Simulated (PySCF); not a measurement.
Input for PySCF: U-B3LYP/LANL2DZ on FHSe (SMILES F[SeH]), a point of a bond scan (R = 1.330 Å).

```python
from pyscf import gto, scf, dft, mp
from pyscf.data.elements import chemcore

mol = gto.M(
    atom='''
    Se   -0.11560586   -0.22336041    0.25952766
    H    -0.82118145   -0.88183688   -0.65579213
    F     0.53668645    0.94991721   -0.89627180
    ''',
    basis='lanl2dz',
    ecp={'Se': 'lanl2dz'},
    charge=0, spin=0, verbose=3, max_memory=1800)
mf = dft.UKS(mol, xc='b3lyp')
mf.conv_tol = 1e-8
mf.max_cycle = 100
mf.init_guess_breaksym = True
mf.kernel()
if not mf.converged:
    mf = mf.newton().run(mf.mo_coeff, mf.mo_occ)
for _ in range(4):
    mo, _, stable, _ = mf.stability(return_status=True)
    if stable:
        break
    mf.kernel(mf.make_rdm1(mo, mf.mo_occ))
```

Task: What total energy does the run end on?

Result: -109.6159 hartree.
